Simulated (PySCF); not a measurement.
C5H12OSi2.
Bonds: C1–C2 (double), C2–Si3, Si3–O4, O4–Si5, Si3–C6, C6–C7, C7–C8, Si3–C8. Hydrogens: H9, H10 on C1; H11 on C2; H12, H13, H14 on Si5; H15, H16 on C6; H17, H18 on C7; H19, H20 on C8.

Level: B3LYP/def2-SVPD in PySCF, non-relativistic, on one gas-phase PBE0-D3(BJ)/def2-SVP geometry that isn't relaxed in the solvent. The solvent is an IEF-PCM continuum (van der Waals radii × 1.2), and excitations are vertical TDDFT with non-equilibrium linear response and a frozen core. The model holds no explicit solvent molecules, cavitation or dispersion.

Gas-phase singlets (H = HOMO, L = LUMO):

| state | E (eV) | λ (nm) | f | leading configuration |
| --- | --- | --- | --- | --- |
| S1 | 5.672 | 219 | 0.003 | H→L 53% |
| S2 | 5.972 | 208 | 0.043 | H-1→L 46% |
| S3 | 6.659 | 186 | 0.030 | H→L+1 93% |
| S4 | 6.694 | 185 | 0.006 | H-1→L+1 92% |
| S5 | 7.005 | 177 | 0.212 | H-2→L 51% |

**Question.** What are the lowest 5 singlets in chloroform (ε = 4.711)?

**Answer.** 
| state | E (eV) | λ (nm) | f | leading configuration | change by rank (eV) |
| --- | --- | --- | --- | --- | --- |
| S1 | 5.639 | 220 | 0.005 | H→L 61% | -0.033 |
| S2 | 5.930 | 209 | 0.067 | H-1→L 56% | -0.042 |
| S3 | 6.621 | 187 | 0.045 | H→L+1 92% | -0.038 |
| S4 | 6.662 | 186 | 0.008 | H-1→L+1 90% | -0.032 |
| S5 | 6.921 | 179 | 0.350 | H-2→L 72% | -0.084 |

**Question.** The ground-state energy changes by -0.056 eV from gas to chloroform. By how much does the total energy of gas-phase S3 change?

**Answer.** E(S3) = E(S0) + excitation energy, so it changes by -0.056 − 0.038 = -0.094 eV: it is lowered more than the ground state, which is what a red shift means. This is the vertical state, with the slow part of the continuum still set for S0.

**Question.** How do the frontier levels move from gas to chloroform?

**Answer.** 
```tsv
orbital	gas (eV)	solvent (eV)	change (eV)	Löwdin shares, gas	Löwdin shares, solvent
LUMO+2	0.40	0.50	+0.10	Si5 21 %, C7 7 %, H15 7 %, H13 6 %	Si5 28 %, H13 8 %, H14 8 %, H12 7 %
LUMO+1	0.01	0.07	+0.06	Si5 31 %, Si3 12 %, H12 10 %, O4 9 %	Si5 31 %, Si3 12 %, O4 10 %, H12 9 %
LUMO	-0.76	-0.68	+0.08	C1 35 %, C2 30 %, Si3 8 %, H9 5 %	C1 35 %, C2 30 %, Si3 8 %, H9 5 %
HOMO	-7.42	-7.33	+0.09	C8 29 %, Si3 14 %, C2 13 %, C1 10 %	C8 28 %, Si3 14 %, C2 13 %, C1 9 %
HOMO-1	-7.50	-7.40	+0.10	C6 27 %, C2 14 %, Si3 13 %, O4 10 %	C6 28 %, C2 14 %, Si3 14 %, O4 10 %
HOMO-2	-8.01	-7.94	+0.07	C2 27 %, C1 24 %, O4 12 %, Si3 8 %	C2 28 %, C1 25 %, O4 11 %, Si3 8 %
HOMO-3	-8.86	-8.81	+0.05	O4 22 %, Si5 20 %, H13 15 %, H14 11 %	O4 21 %, Si5 18 %, H13 14 %, H14 10 %
```

The HOMO–LUMO gap goes from 6.66 to 6.64 eV. Rows go by rank; for LUMO+2 the atom shares or the degeneracy differ between the runs, so the row needn't follow one orbital.

The values belong to the conformer `[CH2:1]=[CH:2][Si:3]1([O:4][SiH3:5])[CH2:6][CH2:7][CH2:8]1`: C1–C2–Si3–O4 -133°, C2–Si3–O4–Si5 -172°.
